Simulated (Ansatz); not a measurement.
Cost and result for the atomization energy of CH$_{8}$FNO$_{2}$Si$_{2}$, SMILES `C[Si@H](O)N[Si@@H](O)F` (15 atoms, 14 bonds).

```xyz
15

C     1.6250    1.3469   -1.4222
Si    0.8888    0.3128   -0.0738
O     1.5896   -1.1724   -0.1548
N    -0.8373    0.2246   -0.2969
Si   -1.9072   -0.5871    0.7294
O    -0.9732   -1.6624    1.5478
F    -2.6016    0.3432    1.8279
H     2.7108    1.3930   -1.3135
H     1.4063    0.9192   -2.4041
H     1.2367    2.3677   -1.3919
H     1.1252    0.8933    1.2739
H     1.1954   -1.8252    0.4302
H    -1.1981    0.5413   -1.1847
H    -3.0239   -1.2091   -0.0092
H    -1.2365   -1.8858    2.4420
```

Charge 0, multiplicity 1. The structure was optimised at the PBE0-D4/def2-TZVP level. It is one conformer, not always the lowest. Program: Ansatz. All runs use 2 threads of an AMD EPYC 7R13 on a shared host and a share of an NVIDIA H100 80 GB. Times are those of one run each, without the atoms' runs, and a repeat can differ threefold. Electronic energies, without spin–orbit coupling; frozen cores. CCSD(T)/CBS adds CCSD(T) − MP2 in def2-TZVPP to the MP2 limit, and its time is that of the two runs behind it. T1 = 0.011. B3LYP takes the VWN-RPA correlation (the form of Gaussian; ORCA's B3LYP/G).

CCSD(T)/CBS is a level of theory with its own doubt, some kJ/mol a heavy atom from the limit and from the frozen cores, so smaller differences don't rank the functionals.

```json
{"level": "PBE0-D4/def2-TZVPP", "functions": "351", "wall time": "2.1 s"}
{"level": "B3LYP-D4/def2-TZVPP (with forces)", "functions": "351", "wall time": "2.7 s"}
{"level": "PBE-D4/def2-TZVPP (with forces)", "functions": "351", "wall time": "2.8 s"}
{"level": "r2SCAN-D4/def2-TZVPP (with forces)", "functions": "351", "wall time": "2.9 s"}
{"level": "B2PLYP/def2-TZVPP", "functions": "351", "wall time": "3.3 s"}
{"level": "ωB97X-V/def2-TZVPP", "functions": "351", "wall time": "3.6 s"}
{"level": "ωB97M-V/def2-TZVPP (with forces)", "functions": "351", "wall time": "4.5 s"}
{"level": "MP2/def2-QZVPP", "functions": "665", "wall time": "4.8 s"}
{"level": "CCSD(T)/def2-TZVPP", "functions": "351", "wall time": "12 s"}
{"level": "CCSD(T)/CBS(def2)", "functions": "–", "wall time": "16 s"}
```

**Question.** What atomization energy does each give, and how far from CCSD(T)/CBS? (Estimate.)

**Answer.** The calculation gave: 
| level | atomization (kcal/mol) | difference from CCSD(T)/CBS | per bond |
| --- | --- | --- | --- |
| PBE0-D4/def2-TZVPP | 1387.3 | -20.1 | -1.4 |
| B3LYP-D4/def2-TZVPP (with forces) | 1396.7 | -10.7 | -0.8 |
| PBE-D4/def2-TZVPP (with forces) | 1411.8 | 4.4 | 0.3 |
| r2SCAN-D4/def2-TZVPP (with forces) | 1399.9 | -7.5 | -0.5 |
| B2PLYP/def2-TZVPP | 1385.1 | -22.3 | -1.6 |
| ωB97X-V/def2-TZVPP | 1405.6 | -1.8 | -0.1 |
| ωB97M-V/def2-TZVPP (with forces) | 1406.4 | -1.0 | -0.1 |
| MP2/def2-QZVPP | 1419.9 | 12.5 | 0.9 |
| CCSD(T)/def2-TZVPP | 1364.9 | -42.5 | -3.0 |
| CCSD(T)/CBS(def2) | 1407.4 | 0.0 | 0.0 |

In def2-TZVPP, CCSD(T) changes the Hartree–Fock value by +348.1 kcal/mol (the triples alone add +19.1 kcal/mol) and MP2 by +377.5 kcal/mol; breaking electron pairs costs correlation energy, which Hartree–Fock lacks. From PBE to PBE0 (25 % exact exchange), in def2-TZVPP and without D4, the atomization energy moves by −23.2 kcal/mol: exact exchange takes away binding that semilocal exchange gives to molecules. The D4 term adds +14.1 kcal/mol with B3LYP and +7.5 kcal/mol with PBE0; it sums over pairs of atoms, weighted by their polarisabilities, and B3LYP, whose exchange is more repulsive, gets the larger term.
